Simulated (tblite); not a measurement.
Compound: C6H15B2FO.
Numbering: `[BH3-:1][O+:2]([CH2:3][F:4])[CH2:5]/[CH:6]=[CH:7]/[B:8]([CH3:9])[CH3:10]` (hydrogens: H11, H12, H13 on B1; H14, H15 on C3; H16, H17 on C5; H18 on C6; H19 on C7; H20, H21, H22 on C9; H23, H24, H25 on C10)
Bond orders are those of one Lewis drawing.

Computed with GFN2-xTB (tblite), gas phase: L-BFGS steps from a force-field or distance-geometry start until the largest atomic force falls under 0.01 eV/Å.

Step 57: E = -862.9294 eV
```
atom  x, y, z in Å  |  force x, y, z in eV/Å
B1      2.5936    1.3118    0.3426    0.010  -0.056   0.004
O2      2.5797   -0.3609    0.2070    0.006  -0.012  -0.019
C3      2.7309   -0.6910   -1.1305   -0.006   0.003  -0.039
F4      2.7697   -2.0494   -1.2753    0.020   0.051   0.006
C5      1.4589   -0.9985    0.8582   -0.059  -0.014   0.032
C6      0.1249   -0.7833    0.2115   -0.006   0.010  -0.023
C7     -0.8320   -0.0039    0.7098    0.022  -0.026   0.026
B8     -2.2520    0.2129    0.1120    0.009  -0.036  -0.007
C9     -3.1240   -1.0353   -0.2993   -0.001  -0.025  -0.018
C10    -2.8502    1.6641   -0.0070    0.005   0.017  -0.001
H11     2.4116    1.5045    1.4936    0.012   0.010   0.003
H12     3.6812    1.5889   -0.0318    0.033   0.035   0.001
H13     1.7264    1.7028   -0.3684   -0.041   0.028  -0.007
H14     3.6927   -0.2896   -1.4667   -0.007  -0.004   0.011
H15     1.9106   -0.3154   -1.7613    0.002  -0.050   0.017
H16     1.6779   -2.0744    0.8977    0.023   0.020  -0.014
H17     1.4665   -0.5883    1.8683    0.011   0.012   0.014
H18    -0.0308   -1.3149   -0.7184   -0.042  -0.034  -0.001
H19    -0.5836    0.5364    1.6179   -0.024   0.014   0.020
H20    -3.8241   -0.8292   -1.1057   -0.004   0.007   0.012
H21    -3.7260   -1.3378    0.5592    0.015   0.006  -0.014
H22    -2.5303   -1.9045   -0.5735    0.002   0.006  -0.003
H23    -3.1508    1.8813   -1.0303    0.007   0.008  -0.021
H24    -3.7596    1.7483    0.5867   -0.010   0.000   0.016
H25    -2.1722    2.4494    0.3128    0.023   0.031   0.005
```

Step 58: E = -862.9301 eV
```
atom  x, y, z in Å  |  force x, y, z in eV/Å
B1      2.5938    1.3115    0.3423    0.009  -0.046   0.010
O2      2.5763   -0.3597    0.2077    0.017  -0.039  -0.017
C3      2.7286   -0.6906   -1.1296   -0.008   0.008  -0.027
F4      2.7749   -2.0482   -1.2751    0.029   0.029   0.022
C5      1.4553   -0.9985    0.8583   -0.044   0.001   0.015
C6      0.1228   -0.7821    0.2090    0.002  -0.017  -0.008
C7     -0.8336   -0.0033    0.7080    0.020  -0.024   0.026
B8     -2.2525    0.2124    0.1095    0.009  -0.039   0.007
C9     -3.1214   -1.0379   -0.2996   -0.009  -0.015  -0.019
C10    -2.8467    1.6648   -0.0062    0.003   0.018  -0.004
H11     2.4143    1.5069    1.4931    0.012   0.004   0.009
H12     3.6818    1.5866   -0.0339    0.024   0.035   0.000
H13     1.7252    1.7044   -0.3660   -0.038   0.029  -0.015
H14     3.6875   -0.2828   -1.4656   -0.006  -0.004   0.000
H15     1.9044   -0.3233   -1.7586   -0.007  -0.021  -0.003
H16     1.6753   -2.0747    0.8971    0.018   0.043  -0.003
H17     1.4608   -0.5848    1.8672    0.015  -0.008   0.012
H18    -0.0342   -1.3155   -0.7195   -0.038  -0.031  -0.004
H19    -0.5862    0.5371    1.6160   -0.018   0.017   0.025
H20    -3.8227   -0.8335   -1.1046   -0.018   0.008  -0.011
H21    -3.7225   -1.3416    0.5586    0.011   0.005   0.002
H22    -2.5264   -1.9058   -0.5736    0.010   0.000  -0.007
H23    -3.1464    1.8861   -1.0286    0.004   0.011  -0.032
H24    -3.7554    1.7518    0.5878   -0.013   0.001   0.021
H25    -2.1638    2.4450    0.3154    0.015   0.037   0.004
```

**Question.** Estimate the geometry and energy of step 59. (The exact step hangs on the optimiser's Hessian estimate; all steps are aligned on step 58, rigid shifts and turns removed.)

**Answer.** E = -862.9307 eV, largest force 0.054 eV/Å
```
atom  x, y, z in Å  |  force x, y, z in eV/Å
B1      2.5887    1.3110    0.3402    0.005  -0.011  -0.004
O2      2.5747   -0.3599    0.2090    0.011  -0.037  -0.014
C3      2.7273   -0.6898   -1.1286   -0.009  -0.001  -0.020
F4      2.7727   -2.0473   -1.2763    0.036   0.029   0.028
C5      1.4538   -1.0008    0.8603   -0.008   0.014  -0.005
C6      0.1223   -0.7846    0.2102   -0.010  -0.027   0.008
C7     -0.8324   -0.0037    0.7094    0.016  -0.021   0.020
B8     -2.2501    0.2118    0.1088    0.004  -0.023   0.015
C9     -3.1187   -1.0379   -0.3016   -0.016  -0.013  -0.021
C10    -2.8423    1.6655   -0.0058    0.002   0.012  -0.006
H11     2.4121    1.5107    1.4911    0.012  -0.007   0.003
H12     3.6761    1.5906   -0.0392   -0.011   0.020   0.006
H13     1.7152    1.7026   -0.3663   -0.002   0.011   0.004
H14     3.6874   -0.2818   -1.4618   -0.021  -0.008  -0.011
H15     1.9024   -0.3229   -1.7569    0.002  -0.011  -0.007
H16     1.6765   -2.0766    0.8968    0.012   0.048   0.007
H17     1.4596   -0.5861    1.8690    0.014  -0.019   0.004
H18    -0.0378   -1.3218   -0.7160   -0.030  -0.020   0.005
H19    -0.5848    0.5397    1.6159   -0.013   0.006   0.013
H20    -3.8225   -0.8303   -1.1036   -0.016   0.000  -0.013
H21    -3.7176   -1.3440    0.5574    0.013   0.003   0.002
H22    -2.5241   -1.9051   -0.5795    0.004   0.008  -0.007
H23    -3.1414    1.8878   -1.0284    0.005   0.013  -0.024
H24    -3.7512    1.7533    0.5884   -0.002   0.003   0.015
H25    -2.1571    2.4440    0.3166    0.003   0.031   0.001
```

The energy changes by -0.0006 eV. The first-order estimate −F·Δx gives -0.0009 eV and the mean of the old and new forces, exact on a quadratic surface, -0.0006 eV. The step makes an angle of 78° with the force vector and moves no atom by more than 0.010 Å.

What follows is the cost of the whole relaxation. The run took 1.4 s of wall time on one thread, Intel Xeon (x86_64), no GPU, on a shared host.
